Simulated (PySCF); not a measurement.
Sb(OMe)(SiH3)2 (CH9OSbSi2), SMILES [Sb]([SiH3])([SiH3])[O]C.

Geometry optimised at r2SCAN-D4/def2-SVP. The def2 effective core potentials stand for the cores of Sb; spin–orbit coupling is left out. One conformer was computed; it need not be the lowest.

All values below come from ωB97X/def2-TZVP in PySCF.

```
Quantity                                                                                                          Result
---------------------------------------------------------------------------------------------  -------------------------
total energy                                                                                          -938.04622 hartree
highest occupied level                                                                                          -8.84 eV
lowest empty level                                                                                               0.32 eV
orbital gap                                                                                                      9.16 eV
dipole moment                                                                                                     1.25 D
quadrupole, principal values (traceless, Buckingham form, about the centre of nuclear charge)     -3.56, -1.09, 4.65 D·Å
mean static polarisability                                                                        121.0 bohr³ (17.93 Å³)
polarisability, principal values                                                               104.1, 123.6, 135.3 bohr³
```
